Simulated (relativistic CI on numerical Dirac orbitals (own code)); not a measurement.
Re⁶⁺: N6,7 absorption edge

Computed with this model: Dirac-Coulomb-Breit CI, KLI orbitals optimised for each configuration, model QED, multiplet model of core-to-valence dipole absorption, unscaled Slater integrals; configurations [Xe] 4f14 5d → [Xe] 4f13 5d2; 10 K; Lorentzian 0.45 eV and Gaussian 0.3 eV FWHM. Energies are those of the free ion, without screening or charge transfer. The branching ratio is the share of the lower-energy edge in the whole absorption, uncertain by about 0.02 where the edges overlap. S is read from ⟨S²⟩ = S(S + 1).

Field parameters in Wybourne normalisation: D3d B²₀ = −7Dσ, B⁴₀ = −14Dq − 21Dτ, B⁴₃ = −14√(10/7) Dq. The field is a parameter set, without covalency.

Computed curve for D3d, 10Dq = 28950, Dσ = -510, Dτ = 180 cm⁻¹, scaled to 100 at the maximum (points under 2 are left out and the grid is thinned):

```csv
Energy (eV),Intensity
43.9,2.4
44.1,3.6
44.3,5.7
44.5,8.7
44.7,9.3
44.9,6.8
45.1,5.5
45.3,6.1
45.5,7.2
45.7,8.0
45.9,9.6
46.1,11.6
46.3,11.3
46.5,10.3
46.7,11.2
46.9,14.6
47.1,19.5
47.3,23.3
47.5,29.1
47.7,36.9
47.9,35.7
48.1,29.2
48.3,26.0
48.5,26.4
48.7,32.3
48.9,44.1
49.1,55.4
49.3,54.9
49.5,47.8
49.7,50.4
50.0,58.7
50.2,52.7
50.4,45.8
50.6,43.1
50.8,46.9
51.0,56.9
51.2,69.8
51.4,84.4
51.6,95.7
51.8,100.0
52.0,87.0
52.2,65.5
52.4,58.9
52.6,56.7
52.8,49.2
53.0,35.9
53.2,26.0
53.4,20.9
53.6,16.5
53.8,12.1
54.0,9.3
54.2,7.8
54.4,6.0
54.6,4.6
54.8,3.8
55.0,3.1
55.2,2.6
55.4,2.3
55.6,2.2
55.8,2.0
```

The ground state has S = 0.50, and the centroid lies at 50.42 eV.
